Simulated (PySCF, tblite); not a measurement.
Isomers of C3H12N2Si, one GFN2-xTB conformer each. Single-point energies are computed at PBE0/pcSseg-1 (PySCF, gas phase, no added dispersion term), electronic only.

Question: Rank them by PBE0/pcSseg-1 energy, lowest first (kcal/mol).
A. `[CH3:1][CH:2]([CH3:3])[NH:4][SiH2:5][NH2:6]` with C1–C2–N4–Si5 83°, C2–N4–Si5–N6 -169°, N4–Si5–N6–H -167° and 61°
B. `[CH3:1][NH:2][SiH:3]([CH3:4])[NH:5][CH3:6]` with C1–N2–Si3–C4 -55°, N2–Si3–N5–C6 177°

Answer: B (0.0), A (1.1).

As drawn, the lower has an Si–C bond, which the higher lacks. Neighbours under 2.5 kcal/mol apart (CN[SiH](C)NC and CC(C)N[SiH2]N) can change places with a better method, another conformer or zero-point energy. GFN2-xTB itself gives, in the same order: 11.4, 0.0. GFN2-xTB puts CC(C)N[SiH2]N lowest instead.

Question: Which frontier levels, dipoles and rotational constants go with these structures?

Answer: 
```json
{"SMILES": "CN[SiH](C)NC", "HOMO (eV, PBE0/pcSseg-1)": "-6.39", "LUMO (eV)": "1.40", "dipole (D)": "0.65", "A, B, C (MHz)": "4852, 1662, 1341"}
{"SMILES": "CC(C)N[SiH2]N", "HOMO (eV, PBE0/pcSseg-1)": "-6.44", "LUMO (eV)": "1.00", "dipole (D)": "1.35", "A, B, C (MHz)": "5473, 1535, 1376"}
```

Question: What happens when harmonic zero-point energies from GFN2-xTB frequencies are added?

Answer: 
```json
{"SMILES": "CN[SiH](C)NC", "ZPE (kcal/mol)": "95.4", "electronic (kcal/mol)": "0.0", "with ZPE (kcal/mol)": "0.0"}
{"SMILES": "CC(C)N[SiH2]N", "ZPE (kcal/mol)": "94.6", "electronic (kcal/mol)": "1.1", "with ZPE (kcal/mol)": "0.3"}
```

The zero-point energies span 0.8 kcal/mol. The order is unchanged.
